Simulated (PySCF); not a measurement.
# A small calculation by hand: entropy of an ideal gas

OZr, SMILES [O]=[Zr], multiplicity 1.

Geometry: PBE0-D3(BJ)/def2-TZVPD. The spin state was assumed, not searched. The def2 effective core potentials stand for the cores of Zr; spin–orbit coupling is left out.

PBE0-D3(BJ)/def2-TZVPD in PySCF gives the harmonic wavenumbers 1034 cm⁻¹ and the rotational temperature 0.6134 K. The molar mass is 107.22 g/mol, the symmetry number 1, the spin multiplicity 1.

Question: Work out the entropy at 298.15 K and 1 atm in the rigid-rotor, harmonic-oscillator model.

Answer: 
Translation (Sackur–Tetrode at 1 atm): S = R[1.5 ln M + 2.5 ln T − 1.16487] = 167.0 J/(mol K).
Rotation: q = T/(σ θ) = 486, S = R[ln q + 1] = 59.8 J/(mol K).
Vibration: with u = 1.4388 ν/T, each mode gives R[u/(e^u − 1) − ln(1 − e^−u)]:
| ν (cm⁻¹) | modes | u | S (J/(mol K)) |
|---|---|---|---|
| 1034 | 1 | 4.99 | 0.34 |
These are all the modes. Sum 0.3 J/(mol K).
Spin: R ln 1 = 0.0 J/(mol K).
Total 227.1 J/(mol K); the program's own thermochemistry gives 227.1. Translation makes up 74 % and vibration 0 %. Anharmonicity, hindered rotation and orbital degeneracy are left out.
